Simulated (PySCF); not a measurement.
Structure elucidation problem

The spectra below were simulated for a compound C6H8FN3.

¹H NMR (400 MHz, computed): δ 6.99 (m, 1H), 4.59 (m, 1H), 2.72 (m, 2H), 2.27 (m, 2H), 1.74 (m, 1H), 1.67 (m, 1H).

¹³C{¹H} NMR (computed): δ 168.9 (C), 120.0 (CH), 59.7 (CH), 32.3 (CH2, 2C), 15.6 (CH2).

Calculated, not measured (PySCF): NMR shieldings at PBE0/pcSseg-1/GIAO, structure optimised with PBE0-D3(BJ)/def2-SVP. One computed conformer, non-relativistic, in vacuum, averaged over atoms made equivalent by symmetry, fast rotation or ring inversion.

References, each an isolated molecule treated in the same way: TMS for ¹H, ¹³C.

Task: Propose a structure and justify it.

Result: 
- The formula gives 4 degrees of unsaturation (2 rings in the answer).
- 5 carbon signals for 6 carbons: some carbons are equivalent by symmetry or fast rotation.
- Carbon types of the structure: 1 × C, 2 × CH, 3 × CH2, which accounts for all hydrogens.
- δC 168.9: aromatic carbon bearing fluorine; the electronegative substituent deshields the carbon that carries it.
- δC 120.0: aromatic CH next to a ring nitrogen.
- δC 59.7: sp3 CH bonded to N; deshielded by the electronegative neighbour.
- δC 32.3, 15.6: sp3 CH2 in a ring; a saturated carbon with 2 carbon neighbours and no heteroatom attached.
- δH 6.99: hydrogen on an aromatic CH next to a ring nitrogen; the ring current deshields protons in the ring plane.
- δH 4.59: hydrogen on an sp3 CH bonded to N; its carbon carries N, hence the downfield position.
- δH 2.72, 2.27, 1.74, 1.67: hydrogen on an sp3 CH2 in a ring.

The compound is SMILES c1(F)cnn(C2CCC2)n1.

The shifts were computed for this structure.

Splittings by ¹⁹F in the carbon and heteronuclear signals aren't shown, as no couplings were computed. Shifts are as computed. Against solution values, carbons near 30 ppm lie about +2 ppm off and those near 130 ppm about +5 ppm. Of 1211 compounds with measured shifts, 218 miss one by over three times the rms of a fit or turn the order of signals round; such compounds aren't used in these exercises. No couplings were computed; multiplicities are counted from neighbouring protons, with m where these are inequivalent, close in shift, in a saturated or five-membered ring or joined by F or P, and br s for small geminal =CH2 splittings.
